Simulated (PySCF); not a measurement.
Compound: C4H7O3 (doublet state).
Cartesian coordinates in Å at the GFN2-xTB level; atoms count from 1:
```xyz
14
C4H7O3 angstrom
C      0.435    1.823    0.024
C      0.058    0.509   -0.498
O     -1.310    0.267   -0.414
C     -1.688   -1.051   -0.736
C      0.896   -0.280    0.532
O      0.501   -0.678    1.596
O      2.162   -0.425    0.105
H     -0.173    2.268    0.786
H      1.368    2.264   -0.260
H      0.463    0.296   -1.501
H     -1.312   -1.769    0.000
H     -2.776   -1.061   -0.726
H     -1.328   -1.333   -1.734
H      2.704   -0.833    0.799
```

The hyperfine couplings belong to this conformer and change with its torsions.

Identity: `[CH2][C@@H](C(=O)O)OC` [radical].

Method: UKS B3LYP, pcH-1 on C H O, non-relativistic, mean-field spin-orbit, GIAO in PySCF. One conformer (not necessarily the lowest) at the GFN2-xTB geometry, without solvent, vibrations or thermal averaging. Couplings are sensitive to structure, and on GFN2-xTB geometries they can be far from those on DFT ones. The SCF solution wasn't tested for stability.

Break the g tensor into its mass correction, gauge correction and orbital-Zeeman/spin–orbit terms.

| Δg (ppm) | 1 | 2 | 3 |
| --- | --- | --- | --- |
| relativistic mass correction | -161 | -161 | -161 |
| gauge correction | 15 | 33 | 26 |
| orbital Zeeman/spin–orbit | 164 | 959 | 1507 |
| total | 17 | 831 | 1372 |

So g = 2.00234, 2.00315, 2.00369 and g_iso = 2.00306; the tensor is rhombic: the two nearest values differ by 40 % of g3 − g1. 

What are the electron Larmor frequencies g μB B/h along the three axes at 340 mT?

9.5286, 9.5324, 9.5350 GHz for g1, g2 and g3, a range of 6.4 MHz.

What effective moment and Curie constant follow for a powder?

With the mean of g² = 4.0122 and S(S+1) = 0.75: μ_eff = √(⟨g²⟩S(S+1)) = 1.735 μB and χT = 0.12505·⟨g²⟩·S(S+1) = 0.376 cm³ K/mol (cgs; spin-Hamiltonian part alone).

In a frozen sample, at which fields do the three g values resonate at 9.5, 34, 94 and 263 GHz (hyperfine left aside), and which band first spreads them over more than twice a line width of 0.3 mT?

| band | GHz | B(g3) mT | B(g2) mT | B(g1) mT | spread mT |
| --- | --- | --- | --- | --- | --- |
| X | 9.5 | 338.75 | 338.84 | 338.98 | 0.23 |
| Q | 34.0 | 1212.37 | 1212.70 | 1213.19 | 0.82 |
| W | 94.0 | 3351.86 | 3352.76 | 3354.13 | 2.27 |
| J | 263.0 | 9378.07 | 9380.60 | 9384.41 | 6.35 |

The spread grows in proportion to the frequency. Q band is the first where it exceeds 0.6 mT.

Largest spin populations (Mulliken): C1 (+1.02), C2 (-0.08) and O6 (+0.07). No atom but C1 exceeds +0.15. The positive populations add up to 1.16 and the negative ones to -0.16, together 2S = 1. The angles at C1 add up to 359.5°, so it is planar; its axial dipolar tensor and the negative couplings of its protons fit spin in a p orbital normal to that plane.

The HOMO–LUMO gaps are 6.33 eV among the α and 5.09 eV among the β orbitals.
